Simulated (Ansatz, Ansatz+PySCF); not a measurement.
```xyz
2

N     0.0000    0.0000   -1.6466
N     0.0000    0.0000    1.6466
```

Basis set: 6-31G (spherical functions). Left uncorrelated: 2 orbitals. Charge 0, multiplicity 1.

Computed with Ansatz (development build ahead of 0.2.0); each method stands on the lowest determinant of its kind that the runs found. Restricted open shells among the atoms or ions are ROHF, correlated in semicanonical orbitals with singles.

(1) Give the atomization energy at this shape (free ground-state atoms in the same class of orbitals less the molecule, no zero-point energy) of singlet N₂ by full CI (lowest root of this spin), UHF-CCSDT(Q), UHF-CCSD(T), UHF-MP2, UHF, RHF-MP2, RHF.

Results:

(1)

```json
{"method": "full CI (lowest root of this spin)", "atomization energy": "0.40 kcal/mol"}
{"method": "UHF-CCSDT(Q)", "atomization energy": "0.30 kcal/mol"}
{"method": "UHF-CCSD(T)", "atomization energy": "0.26 kcal/mol"}
{"method": "UHF-MP2", "atomization energy": "0.16 kcal/mol"}
{"method": "UHF", "atomization energy": "0.03 kcal/mol"}
{"method": "RHF-MP2", "atomization energy": "-178.68 kcal/mol"}
{"method": "RHF", "atomization energy": "-309.38 kcal/mol"}
```

Caution for UHF-CCSDT(Q), UHF-CCSD(T), UHF-MP2: bonds are stretched, where a single reference can fail. Caution for UHF-CCSDT(Q), UHF-CCSD(T), UHF-MP2, UHF, RHF-MP2, RHF: the determinant breaks the point group. Caution for UHF-CCSDT(Q), UHF-CCSD(T), UHF-MP2, UHF: the unrestricted determinant is a mixture of spin states. Caution for UHF-MP2, RHF-MP2: another reference gives a lower total. Caution for RHF-MP2, RHF: an unrestricted determinant lies well below; the molecule lies well above its atoms at this level. Caution for RHF-MP2: large amplitudes, a single reference is doubtful.

This basis has no polarisation functions and is too small for such energies, which can lie far from measured ones in either direction.
